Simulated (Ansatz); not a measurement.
CH4ClFOSi, SMILES C[Si](O)(F)Cl.

The structure is a stationary point at B3LYP-D3(BJ)/def2-SVP. This is a generated structure with no PubChem entry under its InChIKey; it may be hypothetical. The values are those of a single conformer.

Two levels are set side by side: PBE/def2-SVPD (Ansatz, an electronic-structure program) and PBE0/def2-SVPD (Ansatz). Energy differences of separate SCF runs at the same geometry; the states with an electron removed or added have multiplicity 2 and 2. Differences are taken from unrounded values.

```csv
quantity,PBE0,PBE,PBE minus PBE0
vertical ionisation energy (eV),11.64,11.09,-0.55
vertical singlet–triplet gap (eV),7.95,7.29,-0.65
```
